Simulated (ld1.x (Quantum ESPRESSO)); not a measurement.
## What one change does to a pseudopotential (P, ultrasoft)

```
Element                 : P (Z = 15)
Generator               : ld1.x (Quantum ESPRESSO) 7.5
Type                    : ultrasoft
Functional              : PBE
Relativity              : scalar-relativistic
Frozen core             : [Ne]
Valence charge          : 5
Reference configuration : 3s2 3p2.5 (charge +0.5)
Partial waves           : 3s (bound): rcut 0.95, rcutus 1.30 bohr; 3s channel at -0.3 Ry: rcut 0.95, rcutus 1.30 bohr; 3p (bound): rcut 1.85, rcutus 1.95 bohr; 3p channel at 2.2 Ry: rcut 1.85, rcutus 1.95 bohr
Local potential         : all-electron potential smoothed inside 1.00 bohr (lloc = -1)
Core correction         : none
Augmentation charge     : built from norm-conserving waves at rcut, not smoothed further
```

Change: core correction a·sin(br)/r model core inside 1.34 bohr.

Cutoffs: the cutoffs (Ry, on a coarse ladder) from which the occupation-weighted sum of valence levels, in a spherical-Bessel basis at the reference potential, stays within 10 and 1 mRy of its value at 400 Ry; they do not see the model core or the augmentation charge, which bear on the density cutoff. Errors are all-electron minus pseudo energies relative to the spin-unpolarised reference configuration.

**Question.** What does the change do?

**Answer.** Both files keep a bound ghost (s); of the 7 tests that both files solve, the error grows in 0 and shrinks in 2 by more than 15 % and 0.3 meV (median size 42.7 → 28.8 meV). A model core, the more so a compact one, raises the density cutoff, which this test does not measure.

```csv
quantity,base,changed
bound ghosts,s,s
"error for 3s2 3p3, meV [ΔE -3.77 eV]",+7.9,+8.1
"error for 3s2 3p2, meV [ΔE 5.95 eV]",+8.1,+8.4
"error for 3s2 3p1, meV [ΔE 25.10 eV]",+72,+75
"error for 3s2 3p3.3, meV [ΔE -5.08 eV]",+18,+18
"error for 3s2 3p0, meV [ΔE 54.84 eV]",+45,+45
"error for 3s1 3p0, meV [ΔE 106.85 eV]",+145,+52
"error for 3s1 3p3, meV [ΔE 15.08 eV]",+43,+29
s: phases at 2.14 bohr within 0.05 rad from the reference energy up to (Ry; the scan ends near 5),to the end of the scan,to the end of the scan
p: phases at 2.14 bohr within 0.05 rad from the reference energy up to (Ry; the scan ends near 5),-0.2,-0.2
lowest overlap eigenvalue by channel,"s 0.77, p 0.29","s 0.77, p 0.29"
```

 A true bound ghost makes a file unfit for plane-wave use even where its test errors are small: the radial tests pick states by their node count and pass the ghost by.
